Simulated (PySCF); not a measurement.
Computed shifts of a molecule C₂H₁₀O₂Si₂, HF/pcSseg-1 (PySCF), GIAO, gas phase, atoms alike by connectivity averaged where their shifts nearly agree, in ppm (number of nuclei): ¹³C: 12.4 (1), 8.0 (1). ²⁹Si: -9.2 (1), -14.1 (1). ¹H: 4.83 (1), 4.66 (1), 4.61 (1), 4.41 (1), 1.56 (3), 1.49 (1), 1.16 (1), -0.39 (1). References: ¹³C against TMS (σ = 192.6 ppm); ²⁹Si against TMS (σ = 393.8 ppm); ¹⁷O against H2O (σ = 333.0 ppm); ¹H against TMS (σ = 31.99 ppm), references at their B3LYP-D3(BJ)/def2-TZVP geometries, non-relativistic. Geometry optimised at B3LYP-D3(BJ)/def2-SVP. The values are those of a single conformer.

Problem. Which structure fits?
A. CO[Si@@](C)(O)[SiH3]
B. OCC[SiH2]O[SiH3]
C. C[C@H]([SiH3])O[SiH2]O
D. CC([SiH2]O)[SiH2]O

Solution. D, CC([SiH2]O)[SiH2]O
